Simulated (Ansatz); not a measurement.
## SiHCl2OF (SMILES O[Si](F)(Cl)Cl): methods side by side

The species is SiHCl2OF (6 atoms), meant as a singlet with charge 0. SMILES: `O[Si](F)(Cl)Cl`. The shape was relaxed beforehand at r2SCAN/def2-SVP. This is one conformer, not always the lowest.

```xyz
6

O    -0.5224    0.4639    1.1326
Si    0.2160    0.0155   -0.2509
F     1.6032   -0.7400    0.0508
Cl   -0.9298   -1.2819   -1.3368
Cl    0.6219    1.6982   -1.3074
H    -0.9467   -0.2199    1.6656
```

Quantity: the dissociation energy of the Cl4–Si2 bond into doublet Cl and doublet SiHClOF (shapes relaxed at r2SCAN/def2-SVP, no zero-point term), in eV. The values are calculated.

```csv
level,kind,program,value (eV),less CCSD(T)/def2-SVP
PBE/def2-SVP,GGA,Ansatz,4.87,+0.14
r2SCAN/def2-SVP,meta-GGA,Ansatz,4.91,+0.18
PBE0-D4/def2-SVP,global hybrid,Ansatz,4.97,+0.24
wB97M-V/def2-SVP,range-separated hybrid,Ansatz,5.18,+0.45
B2PLYP/def2-SVP,double hybrid,Ansatz,4.79,+0.06
RPA@PBE/def2-SVP,RPA,Ansatz,4.26,-0.47
MP2/def2-SVP,perturbation theory,Ansatz,4.89,+0.16
CCSD(T)/def2-SVP,coupled cluster or CI,Ansatz,4.73,0.00
```

Differences are taken from CCSD(T)/def2-SVP for orientation; it has basis-set and higher-order errors of its own. The values span 4.26 to 5.18 eV. Measured bond enthalpies also hold zero-point and thermal terms, a few tenths of an eV less.
